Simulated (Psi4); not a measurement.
Psi4 input (wB97X-D/6-311+G**):

```
memory 1500 MB

molecule {
0 2
C     1.98566200    0.17647900    0.05181000
O     0.86744100   -0.54529000   -0.16547200
B    -0.42754500   -0.08629000   -0.02575100
C    -1.56009400   -1.12309100   -0.33823400
C    -0.71193700    1.39541600    0.42228900
H     1.91889000    1.20760200    0.36350000
H     2.91665100   -0.34211900   -0.10564400
H    -1.18210400   -2.10198100   -0.63437800
H    -2.21269900   -0.74721600   -1.13406800
H    -2.21141500   -1.25120500    0.53348400
H    -1.77809100    1.61250500    0.48872100
H    -0.26805500    2.11479100   -0.27461500
H    -0.26676600    1.60856200    1.40034600
symmetry c1
no_reorient
no_com
}

set {
  basis 6-311+G**
  reference uks
  scf_type df
  df_basis_scf def2-universal-jkfit
  dft_radial_points 99
  dft_spherical_points 590
  e_convergence 1e-8
  d_convergence 1e-7
  maxiter 150
}

e = energy('wb97x-d')
print_out(f'\nFINAL {e:.10f} DIPOLE {variable("CURRENT DIPOLE")[0]:.6f} {variable("CURRENT DIPOLE")[1]:.6f} {variable("CURRENT DIPOLE")[2]:.6f}\n')
```

Output:

```
   => Loading Basis Set <=

    Name: 6-311+G**
    Role: ORBITAL
    Keyword: BASIS
    atoms 1, 4-5 entry C          line   129 file 6-311pgss.gbs
    atoms 2      entry O          line   171 file 6-311pgss.gbs
    atoms 3      entry B          line   108 file 6-311pgss.gbs
    atoms 6-13   entry H          line    42 file 6-311pgss.gbs

   => WB97X-D: Empirical Dispersion <=

    Chai and Head-Gordon Dispersion Correction
    Chai, J.-D.; Head-Gordon, M. (2010), J. Chem. Phys., 132: 6615-6620

        s6 =       1.000000

         ---------------------------------------------------------
                                   SCF
               by Justin Turney, Rob Parrish, Andy Simmonett
                          and Daniel G. A. Smith
                              UKS Reference
         ---------------------------------------------------------

  ==> Geometry <==

    Molecular point group: c1
    Full point group: C1

    Geometry (in Angstrom), charge = 0, multiplicity = 2:

       Center              X                  Y                   Z               Mass
    ------------   -----------------  -----------------  -----------------  -----------------
         C            1.985662000000     0.176479000000     0.051810000000    12.000000000000
         O            0.867441000000    -0.545290000000    -0.165472000000    15.994914619570
         B           -0.427545000000    -0.086290000000    -0.025751000000    11.009305360000
         C           -1.560094000000    -1.123091000000    -0.338234000000    12.000000000000
         C           -0.711937000000     1.395416000000     0.422289000000    12.000000000000
         H            1.918890000000     1.207602000000     0.363500000000     1.007825032230
         H            2.916651000000    -0.342119000000    -0.105644000000     1.007825032230
         H           -1.182104000000    -2.101981000000    -0.634378000000     1.007825032230
         H           -2.212699000000    -0.747216000000    -1.134068000000     1.007825032230
         H           -2.211415000000    -1.251205000000     0.533484000000     1.007825032230
         H           -1.778091000000     1.612505000000     0.488721000000     1.007825032230
         H           -0.268055000000     2.114791000000    -0.274615000000     1.007825032230
         H           -0.266766000000     1.608562000000     1.400346000000     1.007825032230

  Running in c1 symmetry.

  Rotational constants: A =      0.24796  B =      0.13101  C =      0.08849 [cm^-1]
  Rotational constants: A =   7433.50692  B =   3927.73025  C =   2652.74255 [MHz]
  Nuclear repulsion =  163.338281746578417

  Charge       = 0
  Multiplicity = 2
  Electrons    = 39
  Nalpha       = 20
  Nbeta        = 19

  ==> Algorithm <==
[...]

      20A      0.014671    21A      0.049262    22A      0.068244
      23A      0.076514    24A      0.080896    25A      0.107550
      26A      0.110428    27A      0.117586    28A      0.123974
      29A      0.133695    30A      0.148663    31A      0.155886
      32A      0.157179    33A      0.166884    34A      0.173471
      35A      0.188296    36A      0.192271    37A      0.204084
      38A      0.225338    39A      0.237848    40A      0.240598
      41A      0.277021    42A      0.278100    43A      0.299182
      44A      0.310339    45A      0.334882    46A      0.336246
      47A      0.344612    48A      0.359640    49A      0.369709
      50A      0.377008    51A      0.429022    52A      0.432645
      53A      0.466351    54A      0.485978    55A      0.492618
      56A      0.512836    57A      0.526126    58A      0.550088
      59A      0.555670    60A      0.576037    61A      0.591793
      62A      0.667465    63A      0.668227    64A      0.678283
      65A      0.696253    66A      0.709323    67A      0.717733
      68A      0.717767    69A      0.740923    70A      0.756646
      71A      0.795456    72A      0.807683    73A      0.829218
      74A      0.868001    75A      0.901776    76A      0.953946
      77A      0.989643    78A      1.076394    79A      1.092399
      80A      1.154762    81A      1.161583    82A      1.162500
      83A      1.213176    84A      1.224341    85A      1.325643
      86A      1.326623    87A      1.344091    88A      1.406962
      89A      1.453273    90A      1.464089    91A      1.494940
      92A      1.548599    93A      1.556775    94A      1.579895
      95A      1.613910    96A      1.668030    97A      1.681467
      98A      1.689734    99A      1.736049   100A      1.757972
     101A      1.794174   102A      1.825200   103A      1.838159
     104A      1.848547   105A      1.866329   106A      1.917212
     107A      1.926444   108A      1.977356   109A      2.044403
     110A      2.061289   111A      2.079367   112A      2.181269
     113A      2.198773   114A      2.241468   115A      2.333622
     116A      2.356717   117A      2.360276   118A      2.423630
     119A      2.466153   120A      2.493492   121A      2.546562
     122A      2.552873   123A      2.598989   124A      2.605722
     125A      2.626567   126A      2.655045   127A      2.664789
     128A      2.667506   129A      2.694445   130A      2.707159
     131A      2.728596   132A      2.763813   133A      2.809013
     134A      2.821604   135A      2.842681   136A      3.030915
     137A      3.120235   138A      3.155217   139A      3.236187
     140A      3.308615   141A      3.405878   142A      3.616864
     143A      3.765241   144A      3.845659   145A      3.876026
     146A      3.886496   147A      3.903210   148A      3.949183
     149A      4.032834   150A      4.190158   151A      5.075866
     152A      5.340174   153A      5.769801   154A     14.798322
     155A     24.017491   156A     24.124046   157A     24.171368
     158A     50.018943

    Final Occupation by Irrep:
              A
    DOCC [    19 ]
    SOCC [     1 ]
    NA   [    20 ]
    NB   [    19 ]

  @DF-UKS Final Energy:  -219.19649828522728

   => Energetics <=

    Nuclear Repulsion Energy =            163.3382817465784171
    One-Electron Energy =                -619.1721886758234632
    Two-Electron Energy =                 258.4733689273521691
    DFT Exchange-Correlation Energy =     -21.8309322281933333
    Empirical Dispersion Energy =          -0.0050280551411083
    VV10 Nonlocal Energy =                  0.0000000000000000
    Total Energy =                       -219.1964982852272783

  UHF NO Occupations:
  HONO-2 :   18  A 1.9993566
  HONO-1 :   19  A 1.9988849
  HONO-0 :   20  A 1.0000000
  LUNO+0 :   21  A 0.0011151
  LUNO+1 :   22  A 0.0006434
  LUNO+2 :   23  A 0.0002721
  LUNO+3 :   24  A 0.0001492

Computation Completed

Properties will be evaluated at   0.000000,   0.000000,   0.000000 [a0]

Properties computed using the SCF density matrix

 Multipole Moments:

 ------------------------------------------------------------------------------------
     Multipole            Electronic (a.u.)      Nuclear  (a.u.)        Total (a.u.)
 ------------------------------------------------------------------------------------

 L = 1.  Multiply by 2.5417464519 to convert [e a0] to [Debye]
 Dipole X            :         -0.0078809           -0.0000000           -0.0078809
 Dipole Y            :          0.3722710           -0.0000132            0.3722577
 Dipole Z            :          0.1125047            0.0000094            0.1125141
 Magnitude           :                                                    0.3889696

 ------------------------------------------------------------------------------------

FINAL -219.1964982852 DIPOLE -0.007881 0.372258 0.112514

*** Psi4 exiting successfully. Buy a developer a beer!
```

The geometry given is a B3LYP-D3(BJ)/def2-TZVP minimum.
